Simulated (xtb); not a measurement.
H$_{3}$Si (SMILES [SiH3]), doublet, geometry from GFN2-xTB. Base run: GFN0-xTB run with xtb.

Geometry (Å):
```xyz
4

Si     0.0017     0.0005     0.0561
H     -0.0103     1.4116    -0.2733
H      1.2169    -0.7075    -0.2934
H     -1.2308    -0.7107    -0.2182
```
Charge 0, spin multiplicity 2.
All else is at xtb's defaults.
Base energy -3.45147 Eh.

Variants of this job, named by their change:

```json
[
 {"change": "base", "ΔE vs base (kcal/mol)": "0.000"},
 {"change": "acc = 0.0001", "ΔE vs base (kcal/mol)": "0.000"},
 {"change": "etemp = 10000", "ΔE vs base (kcal/mol)": "-18.34"}
]
```
